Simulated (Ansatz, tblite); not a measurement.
Forces on In₅Sn₅⁻ at its PBE-D4/def2-SVP geometry. Total charge -1; singlet.

In the def2 sets In, Sn take a core potential; there is no spin–orbit coupling. The xTB rows come from tblite. Another isomer (singlet) lies 0.26 eV lower at PBE0-D4/def2-SVP; other spin states weren't run for this one.

GFN1-xTB (tblite), largest force 1.71 eV/Å:

```xyz
10
positions Å, forces eV/Å
In    2.094   -2.278    1.172   -0.374    0.712   -0.632
In   -1.598    1.128   -1.830    0.983    0.065   -0.374
In   -0.234   -1.942    3.232    0.074    0.316   -0.495
In   -1.905   -0.207    1.119    0.739    0.010    0.077
In    1.024    0.515    1.493   -0.058   -0.285   -0.422
Sn    0.719    1.060   -3.577   -0.633   -0.104    1.054
Sn    1.068   -0.820   -1.426   -0.133    0.917    1.442
Sn   -1.508    2.713    0.626    0.205   -0.298   -0.352
Sn   -0.798   -2.599   -0.005   -0.317   -0.220   -0.217
Sn    1.136    2.431   -0.805   -0.487   -1.113   -0.080
```

GFN2-xTB (tblite), largest force 1.90 eV/Å:

```
In -0.096 0.187 -0.576
In 0.969 -0.020 -0.241
In -0.022 0.052 -0.355
In 0.863 0.184 -0.672
In -0.425 -0.214 -0.598
Sn -0.713 -0.223 1.433
Sn -0.678 1.043 1.436
Sn 0.516 -0.634 -0.373
Sn 0.357 1.021 0.083
Sn -0.772 -1.397 -0.137
```

PBE-D4/def2-SVP (Ansatz), largest force 0.02 eV/Å:

```
In 0.007 0.007 0.000
In 0.011 0.004 -0.011
In 0.000 -0.004 0.010
In 0.019 0.009 -0.008
In -0.016 -0.001 0.016
Sn 0.002 -0.008 -0.002
Sn -0.008 -0.003 -0.021
Sn -0.004 0.010 0.018
Sn -0.002 -0.007 0.000
Sn -0.010 -0.009 -0.001
```
